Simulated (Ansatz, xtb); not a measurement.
**C4H5F3O2: which of two isomers lies lower**

Structure X: `OC1(C(F)(F)F)COC1`, a singlet. Structure Y: `O[C@@H]1CO[C@H]1C(F)(F)F`, a singlet. Both are isolated molecules in the gas phase, relaxed with B3LYP-D3(BJ)/def2-SVP; the shapes shown needn't be the lowest conformers.

X (Å):

```xyz
14

C     0.1431    0.0070    1.2723
C    -1.0994   -0.8741    1.2208
C    -0.1326    1.5243    1.1241
C     0.8748    0.1695   -0.0695
F    -1.7379   -0.8312    2.4129
F    -0.7903   -2.1519    0.9752
F    -1.9642   -0.4703    0.2805
O     0.9750   -0.4096    2.3111
O     0.4946    1.5482   -0.1634
H     0.4608   -0.4246    3.1318
H    -1.1877    1.8419    1.0877
H     0.4140    2.1142    1.8805
H     1.9622    0.0236    0.0435
H     0.5007   -0.4349   -0.9122
```

Y (Å):

```xyz
14

C     0.3083    0.3372    1.8697
C    -1.0737    0.9805    2.0556
C    -0.3912   -0.4315    0.7193
C     0.2055   -0.2600   -0.6622
F    -0.5645   -0.7901   -1.6180
F     0.4009    1.0342   -0.9610
F     1.4068   -0.8739   -0.7044
O     0.7394   -0.3976    2.9729
O    -1.5943    0.3086    0.8905
H     1.6404   -0.7060    2.8108
H     1.0755    1.0417    1.5047
H    -1.5653    0.6492    2.9860
H    -1.1322    2.0770    1.9651
H    -0.5046   -1.5121    0.9211
```

Task: Estimate E(Y) − E(X) at the level CCSD(T)/def2-SVP + ΔMP2/def2-TZVPP.

Result: CCSD(T)/def2-SVP + ΔMP2/def2-TZVPP gives E(Y) − E(X) = −1.30 kJ/mol, slightly favouring structure Y, which is too small a margin to settle the true order.

The same difference at several levels:

```
                             level               geometry  E(Y) − E(X) (kJ/mol)  departure from the last row (kJ/mol)  job, with rough time for the two
                          GFN2-xTB               GFN2-xTB                   +0.71                                 +2.01              optimisation, 0.69 s
                         HF/STO-3G               GFN2-xTB                   −1.93                                 −0.63                 single point, 3 s
                r2SCAN-D4/def2-SVP               GFN2-xTB                   +2.87                                 +4.18                single point, 17 s
             B3LYP-D3(BJ)/def2-SVP  B3LYP-D3(BJ)/def2-SVP                   +0.64                                 +1.94             optimisation, 3.9 min
                       HF/def2-SVP  B3LYP-D3(BJ)/def2-SVP                   −5.29                                 −3.99           part of the CCSD(T) run
                      MP2/def2-SVP  B3LYP-D3(BJ)/def2-SVP                   +1.97                                 +3.27           part of the CCSD(T) run
                  CCSD(T)/def2-SVP  B3LYP-D3(BJ)/def2-SVP                   +1.81                                 +3.11                      single point
CCSD(T)/def2-SVP + ΔMP2/def2-TZVPP  B3LYP-D3(BJ)/def2-SVP                   −1.30                                                    single point, 14 min
```

As drawn, both hold the same kinds of bond in the same numbers.

The largest departure from CCSD(T)/def2-SVP + ΔMP2/def2-TZVPP is that of r2SCAN-D4/def2-SVP, 4.18 kJ/mol. The last row adds to CCSD(T) the change of the MP2 difference between the two basis sets, here −3.11 kJ/mol.

With thermal terms from frequencies at re-optimised GFN2-xTB minima (ideal gas, soft modes damped towards free rotors, one conformer each, 298.15 K, 1 atm): on the last row, ΔE + ΔZPE = −0.40, ΔH = −0.45, ΔG = −1.29 kJ/mol.

The correlated steps freeze 9 core orbitals. Mirror images aren't counted in ΔG. Run with Ansatz 0.2.0, xtb 6.7.1; the last row on 2 threads of AMD EPYC (Zen 3) on a shared host.
